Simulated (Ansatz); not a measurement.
```yaml
atoms:
  - { symbol: C, position_ang: [0.0000, 0.0000, -1.0216] }
  - { symbol: S, position_ang: [0.0000, 0.0000, 0.5847] }
  - { symbol: H, position_ang: [0.0000, -0.9297, -1.6128] }
  - { symbol: H, position_ang: [0.0000, 0.9297, -1.6128] }
```

Basis set: cc-pVDZ (spherical functions). Frozen core: 6 orbitals. Charge 0, multiplicity 1.

Computed with Ansatz (development build ahead of 0.2.0); each method stands on the lowest determinant of its kind that the runs found. Restricted open shells among the atoms or ions are ROHF, correlated in semicanonical orbitals with singles.

Problem. Give the atomization energy at this shape (free ground-state atoms in the same class of orbitals less the molecule, no zero-point energy) of singlet CH₂S by RHF-MP2, RHF.

Solution.

```
 method  atomization energy
RHF-MP2            13.00 eV
    RHF             9.66 eV
```
